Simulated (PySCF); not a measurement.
All values below come from CAM-B3LYP-D3(BJ)/def2-TZVP (PySCF). Isolated molecules, 0 K electronic values unless said otherwise. One relaxed conformer stands for a flexible species; it need not be the lowest. Excitations are Tamm–Dancoff values on a coarser integration grid. The basis has no diffuse functions, so Rydberg states are missing or too high.

Reference species (SMILES): `C=[SiH2]` (neutral, multiplicity 1).

```
Property                Value
-------------------  --------
T1 excitation (TDA)   2.72 eV
HOMO                 -7.85 eV
```

Changed species: `[NH2][GaH2]`.

**Question.** Predict the effect on the T1 excitation (TDA) and HOMO.

**Answer.** the T1 excitation (TDA) increases by 2.11 eV, to 4.83 eV; the HOMO decreases by 0.99 eV, to -8.84 eV.
